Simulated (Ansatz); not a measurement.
Cost and result up the ladder for In(OCMe2)H3 (C₃H₉InO) (14 atoms). Charge 0, multiplicity 1. Geometry: r2SCAN-D4/def2-SVP.

Cartesian coordinates in Å:
```
C 0.475 -0.472 0.018
C 1.504 -1.560 0.027
C 0.933 0.951 -0.108
In -2.559 0.727 0.080
O -0.719 -0.753 0.108
H 2.099 -1.511 -0.901
H 2.211 -1.394 0.856
H 1.028 -2.544 0.122
H 0.534 1.530 0.742
H 0.476 1.390 -1.011
H 2.026 1.051 -0.155
H -2.196 1.365 -1.504
H -2.014 1.679 1.439
H -3.797 -0.461 0.285
```

Ansatz on 4 threads of Arm Neoverse V2 on a shared host. Times are rough, and most runs start from the orbitals of an earlier one. ωB97X-V/def2-TZVP serves as the yardstick here, not as an exact answer. Differences are given only for rows in sets of like size (and for xTB, whose basis is part of the method), since another set adds its own error. Binding counts from free atoms at the same level (C triplet, In doublet, O triplet, H doublet; other spins of the atoms weren't run), without zero-point energy or a counterpoise term.

In the def2 sets In takes a core potential, while STO-3G treats all electrons; there is no spin–orbit coupling. Correlated methods freeze 8 core orbitals; core or outer-core shells of In are correlated, in sets that lack core-valence functions. The rows differ in basis, and correlated rows in double-zeta sets carry the largest basis error. Another isomer (singlet) lies 0.62 eV lower at PBE0-D4/def2-TZVP; other spin states weren't run for this one.

Correlated methods converge slowly with the basis, most of all in double-zeta sets.

```tsv
level	functions	binding energy per atom (eV)	difference from ωB97X-V/def2-TZVP (eV)
r2SCAN0-D4/def2-TZVP	228	3.58	-0.05
PBE-D4/def2-TZVP (with forces)	228	3.67	0.04
revPBE-D4/def2-TZVP	228	3.59	-0.04
MP2/def2-TZVP	228	3.50	-0.13
PBE-D4/def2-SVP	127	3.70	–
r2SCAN-D4/def2-TZVP	228	3.62	-0.01
HF/STO-3G	56	3.45	–
ωB97X-V/def2-TZVP	228	3.63	0.00
CCSD(T)/def2-SVP	127	3.47	–
PBE0-D4/def2-TZVP	228	3.61	-0.02
PBE0-D4/def2-SVP	127	3.65	–
```

**Question.** Estimate how long each takes.

**Answer.** HF/STO-3G 0.3 s; PBE-D4/def2-SVP 1.2 s; PBE0-D4/def2-SVP 1.5 s; revPBE-D4/def2-TZVP 2 s; PBE-D4/def2-TZVP (with forces) 2.5 s; MP2/def2-TZVP 3 s; r2SCAN-D4/def2-TZVP 4.1 s; PBE0-D4/def2-TZVP 4.5 s; r2SCAN0-D4/def2-TZVP 4.9 s; ωB97X-V/def2-TZVP 8.5 s; CCSD(T)/def2-SVP 17 s. On shared hardware such times vary by a factor of up to 3.
